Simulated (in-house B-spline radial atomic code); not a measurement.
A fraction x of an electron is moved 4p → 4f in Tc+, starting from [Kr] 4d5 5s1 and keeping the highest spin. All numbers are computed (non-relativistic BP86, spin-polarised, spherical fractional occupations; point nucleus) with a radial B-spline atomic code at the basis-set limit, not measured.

| x | E(x) - E(0) (eV) | 4p down level (eV) | 4f up level (eV) |
| --- | --- | --- | --- |
| 0 | 0.0000 | -49.832 | - |
| 0.125 | 6.1277 | -51.083 | -1.618 |
| 0.25 | 12.3724 | -52.295 | -1.840 |
| 0.375 | 18.7420 | -53.474 | -2.016 |
| 0.5 | 25.2366 | -54.621 | -2.170 |
| 0.625 | 31.8542 | -55.735 | -2.308 |
| 0.75 | ? | ? | ? |
| 0.875 | ? | ? | ? |
| 1 | 52.4149 | -58.847 | -2.663 |

(1) What belongs in the row x = 0.75?

(2) What belongs in the row x = 0.875?

(3) Check Janak's theorem between x = 0.125 and 0.25.

## Answers

(1) An energy change of 38.5921 eV; 4p down at -56.812 eV, 4f up at -2.435 eV.

(2) An energy change of 45.4470 eV; 4p down at -57.850 eV, 4f up at -2.553 eV.

(3) The slope of the energy is 49.96 eV; the orbital levels give 49.96 eV (ε of the receiving orbital less ε of the emptying one, averaged over the two points).
